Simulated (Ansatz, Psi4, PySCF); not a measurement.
H₃ClOS₂Si (SMILES O[Si](S)(S)Cl), singlet, at a GFN2-xTB geometry, atoms displaced at random by about 0.08 Å a coordinate. Base run: PySCF with HF/6-31G, gradient.

The PySCF input:
```python
from pyscf import gto, scf

mol = gto.Mole()
mol.atom = '''
    O    -0.208781    0.348946    1.838412
    Si   -0.073966   -0.085014    0.236552
    S     0.145004    1.928400   -0.766016
    S     1.632910   -1.024948    0.078294
    Cl   -1.709139   -0.959227   -0.612643
    H    -0.925364    0.533339    2.126732
    H     1.391395    2.167210   -0.192103
    H     1.619280   -1.704881    1.368142
'''
mol.basis = '6-31g'
mol.charge = 0
mol.spin = 0
mol.verbose = 4
mol.build()

mf = scf.RHF(mol)
mf.kernel()
g = mf.nuc_grad_method()
grad = g.kernel()
```

Programs used: Ansatz (a first-principles code), Psi4, PySCF; a row that names a program was run with it.

The coordinate followed is z of atom 3.

Each row names what was changed in the base input (with any setting that the change needs).

| change | dE/dx (Eh/bohr) | net force (Eh/bohr) |
|---|---|---|
| base | -0.004292 | 0.000000 |
| code = psi4 | -0.004269 | 0.000000 |
| finite difference step (bohr) = 1e-3; conv_tol = 1e-11 | -0.004293 | - |
| finite difference step (bohr) = 0.01; conv_tol = 1e-11 | -0.004293 | - |
| finite difference step (bohr) = 0.05; conv_tol = 1e-11 | -0.004302 | - |
| conv_tol = 1e-4 | -0.004223 | 0.000000 |
| finite difference step (bohr) = 1e-4; conv_tol = 1e-11 | -0.004293 | - |
| conv_tol = 1e-11 | -0.004293 | 0.000000 |
| density fitting = on | -0.004286 | 0.000000 |
| code = ansatz | -0.004290 | 0.000000 |
| finite difference step (bohr) = 0.2; conv_tol = 1e-11 | -0.004438 | - |
| conv_tol = 1e-6 | -0.004285 | 0.000000 |

The net force is zero for an exact gradient.
